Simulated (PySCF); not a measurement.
## What binds HBr: the parts of the energy along the bond

State: ¹Σ⁺, singlet, closed shell. RHF-based CCSD(T) in PySCF 2.14 with H aug-cc-pVTZ, Br aug-cc-pVTZ-PP with ECP10 and H aug-cc-pVQZ, Br aug-cc-pVQZ-PP with ECP10 (frozen core orbitals: 9; scalar-relativistic core potentials). Correlation energies are extrapolated as n⁻³ (n = 3, 4), Hartree–Fock as (n+1)·exp(−9√n). CV is the change on freezing 4 orbitals instead, in H cc-pVTZ, Br cc-pwCVTZ-PP with ECP10. All energies in eV from H + Br.

| R (Å) | HF/CBS | CCSD corr. | (T) | CV | total |
| --- | --- | --- | --- | --- | --- |
| 1.2566 | -2.390 | -1.138 | -0.0529 | -0.0570 | -3.638 |
| 1.3137 | -2.654 | -1.152 | -0.0562 | -0.0444 | -3.906 |
| 1.3708 | -2.773 | -1.168 | -0.0598 | -0.0341 | -4.035 |
| 1.4279 | -2.782 | -1.187 | -0.0636 | -0.0258 | -4.058 |
| 1.4851 | -2.707 | -1.208 | -0.0676 | -0.0190 | -4.002 |
| 1.5565 | -2.529 | -1.238 | -0.0731 | -0.0123 | -3.853 |
| 1.6279 | -2.284 | -1.273 | -0.0791 | -0.0072 | -3.643 |

A fit to the total gives Re = 1.4138 Å, De = 4.061 eV, ωe = 2656.6 cm⁻¹, Be = 8.475 cm⁻¹ (masses 1.0078 and 78.9183 u).

Question: At R = 1.4279 Å the CCSD correlation energy is -0.197359 hartree in the smaller basis and -0.212069 in the larger. Extrapolate it.

Answer: (4³·E4 − 3³·E3)/(4³ − 3³) = -0.22280 hartree; the larger basis holds 95.2 % of it.

The T1 diagnostic is 0.007. The open-shell atoms are computed with UHF. Spin–orbit coupling, excitations beyond (T) and corrections to the Born–Oppenheimer picture are left out.
